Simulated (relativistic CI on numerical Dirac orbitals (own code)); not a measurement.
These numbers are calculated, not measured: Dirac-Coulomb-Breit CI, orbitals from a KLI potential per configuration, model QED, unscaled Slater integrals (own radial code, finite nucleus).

CI space (outside the closed core 1s2): 2s2 2p4, 2s 2p5, 2p6, 2p5 3s, 2p5 3p, 2p5 3d, 2s2 2p3 3s, 2s2 2p3 3p, 2s2 2p3 3d, 2s 2p4 3s, 2s 2p4 3p, 2s 2p4 3d, 2s2 2p3 4s, 2s2 2p3 4p, 2s2 2p3 4d, 2s2 2p3 4f, 2s 2p4 4s, 2s2 2p2 3s2, 2s 2p4 4p, 2s 2p4 4d, 2s 2p4 4f, 2s2 2p2 3s 3p, 2s2 2p3 5s, 2s2 2p3 5p, 2s2 2p2 3s 3d, 2s2 2p2 3p2, 2s2 2p3 5d, 2s2 2p3 5f, 2s2 2p3 5g, 2s2 2p2 3p 3d, 2s 2p3 3s2, 2s2 2p2 3d2, 2s 2p3 3s 3p, 2s 2p3 3s 3d, 2s 2p3 3p2, 2s 2p4 5s. Levels of other configurations are missing.

At this charge energies of transitions that change n are usually good to better than 1 %, and those within a shell (Δn = 0) to a few per cent.

Outline of the computed level scheme of Gd LVII. Lowest level of each configuration: 2s2 2p4 3P_2 at 0.00 eV; 2s 2p5 3P°_2 at 1049.78 eV; 2p6 1S_0 at 2203.99 eV; 2s2 2p3 3s 3P°_2 at 6396.82 eV; 2s2 2p3 3p 3P_1 at 6494.89 eV; 2s2 2p3 3d 3D°_2 at 6801.93 eV; 2s 2p4 3s 5P_3 at 7373.33 eV.

Some strong electric-dipole decays among the lowest 45 levels: 2s2 2p3 3d 3D°_3 → 2s2 2p4 3P_2 (1.2e+15 s⁻¹); 2s2 2p3 3d 3D°_1 → 2s2 2p4 1S_0 (7.6e+14 s⁻¹); 2s2 2p3 3d 3D°_2 → 2s2 2p4 3P_2 (5.6e+14 s⁻¹); 2s2 2p3 3d 3D°_1 → 2s2 2p4 3P_2 (1.5e+14 s⁻¹); 2s2 2p3 3s 1D°_2 → 2s2 2p4 1D_2 (1.0e+14 s⁻¹); 2s2 2p3 3s 3S°_1 → 2s2 2p4 3P_1 (9.9e+13 s⁻¹); 2s2 2p3 3s 1P°_1 → 2s2 2p4 3P_2 (9.6e+13 s⁻¹); 2s2 2p3 3d 3D°_1 → 2s2 2p4 1S_0 (6.5e+13 s⁻¹).

LS names give the leading component of a level, which can be under half, so a name can repeat, a term be missing and a line seem to break the LS rules.
